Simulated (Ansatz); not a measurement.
Cartesian coordinates in Å:
```
Ge -0.065 -1.463 0.345
C -0.243 0.456 -0.068
N 0.696 1.243 -0.383
Zn -0.715 3.934 -0.804
H -0.575 -1.744 1.766
H -0.884 -2.292 -0.656
H 1.429 -1.808 0.232
H -1.247 0.898 -0.026
H 1.605 0.777 -0.406
```

The species carries charge 0 and has multiplicity 1. The bonds changed during the relaxation, so this is another structure than the one it started from.

List the PBE/def2-TZVPP orbital energies in eV (the Gaussian-basis code of Ansatz). (An estimate is asked.)

Computed: Occupied: -10804.74, -9405.93, -1338.13, -1191.54, -1191.53, -1191.53, -1132.38, -998.16, -998.16, -998.16, -380.90, -270.53, -162.70, -124.48, -114.15, -114.13, -114.13, -81.84, -81.84, -81.82, -29.98, -29.98, -29.97, -29.91, -29.91, -22.94, -15.67, -14.14, -11.25, -10.22, -10.00, -10.00, -9.99, -9.99, -9.93, -9.21, -8.68, -8.26, -6.32, -5.09. Lowest empty: -2.19, -0.85, -0.70, -0.42, -0.12, 0.24, 0.44, 0.79.
